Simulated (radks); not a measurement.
Values are calculated unless marked as measured or tabulated.
Q: All-electron atom: Re XL in [Kr]. Code: a radial shooting solver on a logarithmic mesh with Libxc functionals. Model: scalar-relativistic Kohn-Sham, exchange-only LDA, spin-polarised, spherical densities, point nucleus. Some entries of the table are withheld. Estimate them.

| orbital | occ. | eigenvalue (Ry) | <r> (bohr) | <1/r> (bohr^-1) |
|---|---|---|---|---|
| 1s | 2 | -5391.634 | (1) | 88.73 |
| 2s | 2 | (2) | 0.07620 | 20.77 |
| 2p | 6 | (3) | 0.06831 | 18.75 |
| 3s | 2 | -335.5522 | 0.1953 | 7.788 |
| 3p | 6 | (4) | 0.1951 | 7.189 |
| 3d | 10 | -263.4598 | 0.1759 | 6.791 |
| 4s | 2 | -153.4427 | 0.3961 | 3.730 |
| 4p | 6 | -140.7247 | (5) | 3.485 |

A: 
(1) 1s <r> (bohr): 0.01805
(2) 2s eigenvalue (Ry): -1041.354
(3) 2p eigenvalue (Ry): -925.5188
(4) 3p eigenvalue (Ry): -301.3053
(5) 4p <r> (bohr): 0.4077
